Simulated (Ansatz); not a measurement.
CH7ClOSi2 can be A, `O[SiH2]C([SiH3])Cl`, or B, `CO[SiH2][SiH2]Cl`.

Gas-phase electronic energies from Ansatz, PBE0-D4/def2-TZVP geometries. CCSD(T)/CBS adds triple-zeta CCSD(T) − MP2 to the extrapolated MP2 energy (def2 sets, frozen cores). DFT in def2-TZVPP. One conformer a species, not always the lowest.

**Question.** Which is lower in electronic energy at CCSD(T)/CBS, and by how much? (Estimate.)

**Answer.** The calculation gave: B, by 13.0 kcal/mol.

**Question.** Give E(B) − E(A) in kcal/mol with PBE-D4, B2PLYP, HF/def2-TZVPP, PBE0-D4, ωB97M-V, CCSD(T)/def2-TZVPP, CCSD/def2-TZVPP. (Estimate.)

**Answer.** Computed: PBE-D4 -15.2, B2PLYP -15.0, HF/def2-TZVPP -19.1, PBE0-D4 -15.5, ωB97M-V -12.6, CCSD(T)/def2-TZVPP -13.2, CCSD/def2-TZVPP -14.2. None reverses the order clearly.

Largest T1 diagnostic: 0.011.

In def2-TZVPP, CCSD(T) changes the Hartree–Fock value by +5.9 kcal/mol (the triples alone add +1.0 kcal/mol) and MP2 by +7.6 kcal/mol. The D4 term adds +1.8 kcal/mol with B3LYP and +0.9 kcal/mol with PBE0; it sums over pairs of atoms, weighted by their polarisabilities, and B3LYP, whose exchange is more repulsive, gets the larger term.

B3LYP here is the variant with VWN-RPA as its local correlation; programs differ in this.
